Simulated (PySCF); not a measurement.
## Two-photon absorption: `COC=C=C=CC(C)=O`, C7H8O2

Geometry:
| atom | x (Å) | y (Å) | z (Å) |
| --- | --- | --- | --- |
| C1 | 3.276 | 0.995 | 1.418 |
| O2 | 1.976 | 0.757 | 0.932 |
| C3 | 1.795 | -0.386 | 0.244 |
| C4 | 0.621 | -0.725 | -0.263 |
| C5 | -0.489 | -1.045 | -0.743 |
| C6 | -1.672 | -1.360 | -1.240 |
| C7 | -2.856 | -0.512 | -1.089 |
| C8 | -2.646 | 0.769 | -0.316 |
| O9 | -3.930 | -0.827 | -1.558 |
| H10 | 3.236 | 1.949 | 1.940 |
| H11 | 3.589 | 0.212 | 2.116 |
| H12 | 4.001 | 1.059 | 0.600 |
| H13 | 2.661 | -1.033 | 0.116 |
| H14 | -1.808 | -2.280 | -1.791 |
| H15 | -2.296 | 0.539 | 0.688 |
| H16 | -1.886 | 1.374 | -0.805 |
| H17 | -3.579 | 1.324 | -0.261 |

Method: PySCF, TDDFT B3LYP/def2-SVPD excited states, vertical, gas phase. Geometry: GFN2-xTB.

Q: How strongly do the lowest singlets absorb one photon, and two photons of half the energy?

A: δ for parallel linear polarisation; σ at the peak of a Lorentzian of half width 0.1 eV, single beam; Ω is circular over linear.
| state | E (eV) | f | photon λ (nm) | δ (au) | σ (GM) | Ω | main |
| --- | --- | --- | --- | --- | --- | --- | --- |
| S1 | 3.17 | 0.000 | 783 | 0.1 | 0.00 | 1.49 | HOMO−1→LUMO 0.97 |
| S2 | 4.22 | 0.606 | 587 | 259 | 1.70 | 0.58 | HOMO→LUMO 0.90 |
| S3 | 4.47 | 0.000 | 555 | 0.16 | 0.00 | 1.48 | HOMO−2→LUMO 0.95 |
| S4 | 4.77 | 0.001 | 519 | 4.99 | 0.04 | 1.50 | HOMO→LUMO+1 0.94 |
| S5 | 5.64 | 0.230 | 440 | 22.4 | 0.26 | 1.17 | HOMO−1→LUMO+1 0.91 |

Among these, the strongest one-photon state is S2, the strongest two-photon state S2, with a dipole change of 1.2 D (relaxed, norm of the difference vector).
